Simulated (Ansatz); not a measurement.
Calculation: frozen-core CCSD(T)/def2-TZVPP // TPSS-D3(BJ)/def2-SVP in Ansatz (a first-principles code).

Ansatz 0.2 input:
```yaml
crystal:
  periodic: [false, false, false]
  atoms:
    - { symbol: W, position_ang: [0.066772, 0.077041, -0.009993] }
    - { symbol: O, position_ang: [0.424765, -0.401875, 1.607408] }
    - { symbol: O, position_ang: [-1.623742, -0.084186, -0.309868] }
    - { symbol: C, position_ang: [1.108416, -1.214961, -1.337474] }
    - { symbol: H, position_ang: [2.198749, -1.124615, -1.159879] }
    - { symbol: H, position_ang: [0.884092, -0.926814, -2.383966] }
    - { symbol: H, position_ang: [0.824882, -2.27499, -1.20426] }
    - { symbol: C, position_ang: [0.593709, 2.123949, -0.231449] }
    - { symbol: H, position_ang: [0.365897, 2.456196, -1.26391] }
    - { symbol: H, position_ang: [1.677874, 2.249156, -0.038288] }
    - { symbol: H, position_ang: [0.042025, 2.776797, 0.469569] }
basis:
  gaussian: { orbitals: def2-TZVPP }
correlation:
  method: ccsd_t
```

Output:

```
Functional definition: HF
1625 factors; integrals over basis functions are off by at most 1.2e-3 eV
mean field evaluation 1: about -8028.9201 eV, gradient 7.9e1 eV
mean field evaluation 2: about -8029.1728 eV, gradient 7.9e1 eV
mean field evaluation 4: about -8040.8178 eV, gradient 9.7e0 eV
mean field evaluation 8: about -8041.1087 eV, gradient 1.2e0 eV
mean field evaluation 16: about -8041.1132 eV, gradient 2.5e-6 eV
mean field -8041.11320096 eV, -295.5054596729 hartree, gradient 2.4e-6 eV, S^2 0.000000; 0 other end points of the search recorded, 0 dependent functions left out
4 core orbitals not correlated
reference -8041.11320096 eV, -295.5054596729 hartree; 20, 20 occupied and 240, 240 virtual orbitals, 1625 factors
second order -37.15361360 eV of doubles, -0.00000000 eV of singles
cycle   1  -33.71920484 eV  change     3.4e0 eV  update   3.1e-1
cycle   2  -35.57721874 eV  change    -1.9e0 eV  update   2.2e-1
cycle   3  -35.98841236 eV  change   -4.1e-1 eV  update   4.7e-2
cycle   4  -35.98481068 eV  change    3.6e-3 eV  update   2.1e-2
cycle   5  -35.97343623 eV  change    1.1e-2 eV  update   6.4e-3
cycle   6  -35.97614708 eV  change   -2.7e-3 eV  update   2.9e-3
cycle   7  -35.97538584 eV  change    7.6e-4 eV  update   1.7e-3
cycle   8  -35.97432412 eV  change    1.1e-3 eV  update   6.1e-4
cycle   9  -35.97487489 eV  change   -5.5e-4 eV  update   2.7e-4
cycle  10  -35.97511486 eV  change   -2.4e-4 eV  update   1.0e-4
cycle  11  -35.97497439 eV  change    1.4e-4 eV  update   5.8e-5
cycle  12  -35.97492168 eV  change    5.3e-5 eV  update   2.7e-5
cycle  13  -35.97499269 eV  change   -7.1e-5 eV  update   1.0e-5
cycle  14  -35.97496946 eV  change    2.3e-5 eV  update   3.9e-6
perturbative correction -2.06698153 eV, -0.0759601703 hartree
Total energy: -8079.15515195 eV, -296.9034755861 hartree
```

Cost: about 19 core-minutes (a rough figure).
